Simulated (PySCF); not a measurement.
## Spin states and ions at one geometry of Tl2H6

PySCF 2.14.0, RKS B3LYP, Tl def2-SVP with ECP60, H def2-SVP; non-relativistic Hamiltonian with scalar-relativistic core potentials where named; density fitting; no spin-orbit coupling; singlets restricted, open shells unrestricted. The geometry is relaxed for charge 0, singlet, vacuum:

```xyz
8

Tl    0.0000    0.0000    1.5800
Tl    0.0000    0.0000   -1.5800
H     1.2938    0.0000    0.0000
H    -1.2938    0.0000    0.0000
H     0.0000    1.6374    2.0893
H     0.0000   -1.6374    2.0893
H     0.0000    1.6374   -2.0893
H     0.0000   -1.6374   -2.0893
```

Energies count from the relaxed state; an electron taken off or put on is at rest in vacuum. Charges and spins are Mulliken's.

**Question.** Order these states by energy, lowest first.
A. charge 0, triplet, vacuum
B. charge +1, doublet, vacuum
C. charge -1, doublet, vacuum
D. charge 0, singlet, vacuum

**Answer.** D (0.00 eV), C (0.16 eV), A (4.81 eV), B (9.65 eV).

**Question.** How do charge and spin on the first atom follow?

**Answer.** 
```
                     state  spin squared  charge on Tl1 (e)  spin on Tl1 (e)  dipole about the centre of mass (D)
 charge 0, singlet, vacuum          0.00               0.22             0.00                                 0.00
 charge 0, triplet, vacuum          2.02              -0.05             0.61                                 0.00
charge +1, doublet, vacuum          0.77               0.36             0.06                                 0.00
charge -1, doublet, vacuum          0.75              -0.24             0.57                                 0.00
```

With an electron taken off (doublet) the charges change, summed by element, by Tl +0.27 e, H +0.73 e. The vertical ionisation energy is 9.65 eV, against −ε(HOMO) = 7.55 eV of the relaxed state. The level lies 2.1 eV too high, as is usual for semilocal functionals and global hybrids, which keep a self-interaction error.

With an electron put on (doublet) the charges change, summed by element, by Tl -0.93 e, H -0.07 e. The vertical electron affinity is -0.16 eV, against −ε(LUMO) = 1.47 eV of the relaxed state. The basis has no diffuse functions, which an added electron needs. The added electron's level lies above zero.

Open shells may have lower solutions than those found.
